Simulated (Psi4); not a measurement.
C2H4NO, doublet (typed; the unrestricted solution is spin-contaminated), at a GFN2-xTB geometry; CCSD(T)/3-21G (Psi4).

The Psi4 input:
```
memory 2 GB

molecule mol {
0 2
  O     0.264547    1.297740    0.280384
  C    -0.004937    0.128213    0.028737
  N     0.987146   -0.787170   -0.208322
  C    -1.338914   -0.381891   -0.040479
  H     0.796015   -1.749307   -0.416363
  H    -1.542815   -1.412839   -0.263429
  H    -2.158567    0.288386    0.136211
  H     1.942071   -0.475899   -0.170782
}

set basis 3-21g
set reference uhf
set puream false

energy('ccsd(t)')
print_variables()
```

The log (banner, timings and long lists left out):

```
   => Loading Basis Set <=

    Name: 3-21G
    Role: ORBITAL
    Keyword: BASIS

         ---------------------------------------------------------
                                   SCF
               by Justin Turney, Rob Parrish, Andy Simmonett
                          and Daniel G. A. Smith
                              UHF Reference
         ---------------------------------------------------------

  ==> Geometry <==

    Molecular point group: c1
    Full point group: C1

    Geometry (in Angstrom), charge = 0, multiplicity = 2:

       Center              X                  Y                   Z               Mass
    ------------   -----------------  -----------------  -----------------  -----------------
         O            0.248047756818     1.240623419461     0.268205445694    15.994914619570
         C           -0.021436243182     0.071096419461     0.016558445694    12.000000000000
         N            0.970646756818    -0.844286580539    -0.220500554306    14.003074004430
         C           -1.355413243182    -0.439007580539    -0.052657554306    12.000000000000
         H            0.779515756818    -1.806423580539    -0.428541554306     1.007825032230
         H           -1.559314243182    -1.469955580539    -0.275607554306     1.007825032230
         H           -2.175066243182     0.231269419461     0.124032445694     1.007825032230
         H            1.925571756818    -0.533015580539    -0.182960554306     1.007825032230

  Running in c1 symmetry.

  Rotational constants: A =      0.37589  B =      0.35187  C =      0.18174 [cm^-1]
  Rotational constants: A =  11269.03332  B =  10548.84830  C =   5448.52727 [MHz]
  Nuclear repulsion =  114.767947009121187

  Charge       = 0
  Multiplicity = 2
  Electrons    = 31
  Nalpha       = 16
  Nbeta        = 15

  ==> Algorithm <==

  SCF Algorithm Type is PK.
  DIIS enabled.
  MOM disabled.
  Fractional occupation disabled.
  Guess Type is SAD.
  Energy threshold   = 1.00e-08
  Density threshold  = 1.00e-08
  Integral threshold = 1.00e-12

  ==> Primary Basis <==

  Basis Set: 3-21G
    Blend: 3-21G
    Number of shells: 28
    Number of basis functions: 44
    Number of Cartesian functions: 44
    Spherical Harmonics?: false
    Max angular momentum: 1

  ==> Integral Setup <==

  Using in-core PK algorithm.
   Calculation information:
      Number of atoms:                   8
      Number of AO shells:              28
      Number of primitives:             48
      Number of atomic orbitals:        44
      Number of basis functions:        44

      Integral cutoff                 1.00e-12
      Number of threads:                 1

  Performing in-core PK
  Using 981090 doubles for integral storage.
  We computed 77559 shell quartets total.
  Whereas there are 82621 unique shell quartets.

  ==> DiskJK: Disk-Based J/K Matrices <==

    J tasked:                  Yes
    K tasked:                  Yes
    wK tasked:                  No
    Schwarz Cutoff:          1E-12

  Minimum eigenvalue in the overlap matrix is 1.3192226567E-02.
  Reciprocal condition number of the overlap matrix is 3.3246263522E-03.
    Using symmetric orthogonalization.

  ==> Pre-Iterations <==

  SCF Guess: Superposition of Atomic Densities via on-the-fly atomic UHF (no occupation information).

   -------------------------
    Irrep   Nso     Nmo
   -------------------------
     A         44      44
   -------------------------
    Total      44      44
   -------------------------

  ==> Iterations <==

                        Total Energy        Delta E     RMS |[F,P]|

   @UHF iter SAD:  -205.34258616957032   -2.05343e+02   0.00000e+00
   @UHF iter   1:  -206.05809399476823   -7.15508e-01   1.10374e-02 DIIS/ADIIS
   @UHF iter   2:  -206.13806065156794   -7.99667e-02   8.22219e-03 DIIS/ADIIS
   @UHF iter   3:  -206.18292666184081   -4.48660e-02   1.38074e-03 DIIS/ADIIS
   @UHF iter   4:  -206.18714162720514   -4.21497e-03   6.90263e-04 DIIS/ADIIS
   @UHF iter   5:  -206.18860409728242   -1.46247e-03   3.84923e-04 DIIS/ADIIS
   @UHF iter   6:  -206.18957559288910   -9.71496e-04   2.90465e-04 DIIS/ADIIS
   @UHF iter   7:  -206.19014500851407   -5.69416e-04   2.42033e-04 DIIS/ADIIS
   @UHF iter   8:  -206.19094830460389   -8.03296e-04   1.77161e-04 DIIS/ADIIS
   @UHF iter   9:  -206.19165647778755   -7.08173e-04   8.13709e-05 DIIS
   @UHF iter  10:  -206.19170885866291   -5.23809e-05   3.25043e-05 DIIS
   @UHF iter  11:  -206.19172064490604   -1.17862e-05   1.09964e-05 DIIS
   @UHF iter  12:  -206.19172095994060   -3.15035e-07   2.83198e-06 DIIS
   @UHF iter  13:  -206.19172099812832   -3.81877e-08   1.04932e-06 DIIS
   @UHF iter  14:  -206.19172100181416   -3.68584e-09   5.00384e-07 DIIS
   @UHF iter  15:  -206.19172100255395   -7.39789e-10   1.94811e-07 DIIS
   @UHF iter  16:  -206.19172100268810   -1.34150e-10   5.59911e-08 DIIS
   @UHF iter  17:  -206.19172100269682   -8.72546e-12   1.93851e-08 DIIS
   @UHF iter  18:  -206.19172100269861   -1.79057e-12   1.03599e-08 DIIS
   @UHF iter  19:  -206.19172100269876   -1.42109e-13   4.41894e-09 DIIS
  Energy and wave function converged.

  ==> Post-Iterations <==

   @Spin Contamination Metric:   1.061786537E-01
   @S^2 Expected:                7.500000000E-01
   @S^2 Observed:                8.561786537E-01
   @S   Expected:                5.000000000E-01
   @S   Observed:                5.000000000E-01

    Orbital Energies [Eh]
    ---------------------

    Alpha Occupied:

[...]
      16A     -0.392432

    Alpha Virtual:

[...]
      44A      3.764484

    Beta Occupied:

[...]
    Beta Virtual:

[...]
    Final Occupation by Irrep:
              A
    DOCC [    15 ]
    SOCC [     1 ]
    NA   [    16 ]
    NB   [    15 ]

  @UHF Final Energy:  -206.19172100269876

   => Energetics <=

    Nuclear Repulsion Energy =            114.7679470091211869
    One-Electron Energy =                -508.0701833408274410
    Two-Electron Energy =                 187.1105153290074838
[...]
    Total Energy =                       -206.1917210026987561
[...]
     6        -0.407983510598965    2.671e-03    0.030812    0.000000    0.000000    0.000000
     7        -0.408000161881637    1.441e-03    0.031052    0.000000    0.000000    0.000000
     8        -0.408027114624469    7.705e-04    0.031182    0.000000    0.000000    0.000000
     9        -0.408023369053600    3.422e-04    0.031235    0.000000    0.000000    0.000000
    10        -0.408019401362084    1.545e-04    0.031253    0.000000    0.000000    0.000000
    11        -0.408021405577345    5.660e-05    0.031257    0.000000    0.000000    0.000000
    12        -0.408021751695582    2.016e-05    0.031257    0.000000    0.000000    0.000000
    13        -0.408022576305390    7.879e-06    0.031258    0.000000    0.000000    0.000000
    14        -0.408022845777412    3.638e-06    0.031258    0.000000    0.000000    0.000000
    15        -0.408022971656807    2.046e-06    0.031258    0.000000    0.000000    0.000000
    16        -0.408023058910515    1.180e-06    0.031258    0.000000    0.000000    0.000000
    17        -0.408023079327484    6.236e-07    0.031258    0.000000    0.000000    0.000000
    18        -0.408023088698081    3.056e-07    0.031258    0.000000    0.000000    0.000000
    19        -0.408023098215378    1.631e-07    0.031258    0.000000    0.000000    0.000000
    20        -0.408023099123486    7.586e-08    0.031258    0.000000    0.000000    0.000000

    Iterations converged.

    Largest TIA Amplitudes:
             10   1        -0.0997690895
             14   1        -0.0454283636
             13   7         0.0213237850
             13   3        -0.0186626707
             10  11         0.0178831751
             13   2         0.0152661847
             13   4         0.0093137755
             12   2         0.0080771990
              4   6        -0.0075326574
              9   7         0.0075114295

    Largest Tia Amplitudes:
             14   3         0.0798939288
             14   0         0.0756290091
             12   0        -0.0234531755
             14  24         0.0217725421
             13   8        -0.0195142719
             12   3         0.0151392012
             13   4         0.0147100141
             13   2        -0.0115302565
             13   1         0.0115248599
             12  24         0.0112336374

    Largest TIJAB Amplitudes:
     14  13   7   1        -0.0177056876
     15  13   5   1         0.0110249776
     11  10  12   1         0.0106645956
     14  11   5   1        -0.0090403650
     15  12   7   1         0.0085325967
     10   9   7   1        -0.0084378352
     15  12  15   8         0.0083617489
     15   9   5   1        -0.0083374113
     14  11   6   1        -0.0079489276
     15  11   5   1         0.0077941820

    Largest Tijab Amplitudes:
     14  13   8   0         0.0216582260
     14  13   8   3         0.0185533959
     14  10   7   3        -0.0103831017
     12  10  12   3        -0.0099344312
     12   9   8   3        -0.0097256781
     14  11   7   0        -0.0094186987
     14  10   7   0        -0.0085439602
     13  12   6   0        -0.0084110827
     14  13   2   0         0.0083477613
     14  13   5   0         0.0082474044

    Largest TIjAb Amplitudes:
     14  14   1   0        -0.0736323691
     10  12   1   3        -0.0542896223
     10  14   1   3        -0.0479061290
     14  14   1   3        -0.0477459183
     10  14   1   0        -0.0377363600
     14  12   1   0        -0.0335126106
     15  12   1   0         0.0305658912
     10  12   1   0        -0.0297850471
     13  14   7   0         0.0265570758
     14  13   1   8        -0.0224812722

    SCF energy       (wfn)                    = -206.191721002698756
    Reference energy (file100)                = -206.191721002699012

    Opposite-spin MP2 correlation energy      =   -0.283842750985800
    Same-spin MP2 correlation energy          =   -0.093941135982341
    Singles MP2 correlation energy            =   -0.000000000000000
    MP2 correlation energy                    =   -0.377783886968142
      * MP2 total energy                      = -206.569504889667144

    Opposite-spin CCSD correlation energy     =   -0.325996496873841
    Same-spin CCSD correlation energy         =   -0.082026602249645
    Singles CCSD correlation energy           =   -0.000000000000000
    CCSD correlation energy                   =   -0.408023099123486
      * CCSD total energy                     = -206.599744101822495

            **************************
            *                        *
            *        CCTRIPLES       *
            *                        *
            **************************

    Wave function   =    CCSD_T
    Reference wfn   =      UHF

    Nuclear Rep. energy (wfn)                =  114.767947009121187
    SCF energy          (wfn)                = -206.191721002698756
    Reference energy    (file100)            = -206.191721002699012
    CCSD energy         (file100)            =   -0.408023099123486
    Total CCSD energy   (file100)            = -206.599744101822495

    Number of ijk index combinations:
    Spin Case AAA:                                 560
    Spin Case BBB:                                 455
    Spin Case AAB:                                1800
    Spin Case ABB:                                1680
    AAA (T) energy                             =   -0.000222174409194
    BBB (T) energy                             =   -0.000297304764497
    AAB (T) energy                             =   -0.005594217800422
    ABB (T) energy                             =   -0.005795552320099
    (T) energy                                   =   -0.011909249294212
      * CCSD(T) total energy                     = -206.611653351116701

  Variable Map:
  ----------------------------------------------------------------------------
[...]
  Array Variable Map:
  ----------------------------------------------------------------------------
[...]
[...]
```
